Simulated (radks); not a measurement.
Exchange energies: the exact (Fock) value of the Kohn-Sham orbitals and density-functional approximations, as 100 (|E| - |E exact|)/|E exact|, negative where the magnitude is too small. Species: Si2+ [Ne] 3s2; As [Ar] 3d10 4s2 4p3; P4+ [Ne] 3s1; Ba+ [Xe] 6s1; Pd [Kr] 4d10. All-electron calculation, non-relativistic Kohn-Sham, LDA (Slater exchange, Perdew-Wang correlation), spin-polarised, spherical densities, point nucleus. Program: a radial shooting solver on a logarithmic mesh with Libxc functionals. Every spin shell is full or empty, so the densities are truly spherical. Functionals are evaluated on that one density, not self-consistently.

[
 {"functional": "exact (hartree)", "Si2+": "-19.7002", "As": "-81.3170", "P4+": "-21.2564", "Ba+": "-188.882", "Pd": "-138.869"},
 {"functional": "LDA", "Si2+": "-8.30", "As": "-5.59", "P4+": "-8.36", "Ba+": "-4.64", "Pd": "-4.94"},
 {"functional": "PBEsol", "Si2+": "-3.55", "As": "-2.46", "P4+": "-3.64", "Ba+": "-2.18", "Pd": "-2.26"},
 {"functional": "PW91", "Si2+": "-0.03", "As": "+0.16", "P4+": "-0.18", "Ba+": "0.00", "Pd": "+0.07"},
 {"functional": "PW86", "Si2+": "+0.71", "As": "+0.23", "P4+": "+0.51", "Ba+": "-0.24", "Pd": "-0.07"},
 {"functional": "SOGGA", "Si2+": "-3.59", "As": "-2.48", "P4+": "-3.70", "Ba+": "-2.19", "Pd": "-2.27"},
 {"functional": "B86b", "Si2+": "+0.21", "As": "+0.22", "P4+": "+0.06", "Ba+": "-0.01", "Pd": "+0.08"},
 {"functional": "EV93", "Si2+": "+1.63", "As": "+0.21", "P4+": "+1.43", "Ba+": "-0.38", "Pd": "-0.17"},
 {"functional": "MS2", "Si2+": "+0.23", "As": "-0.29", "P4+": "+0.13", "Ba+": "-0.62", "Pd": "-0.50"},
 {"functional": "TASK", "Si2+": "-3.04", "As": "-2.43", "P4+": "-2.77", "Ba+": "-2.20", "Pd": "-2.27"}
]
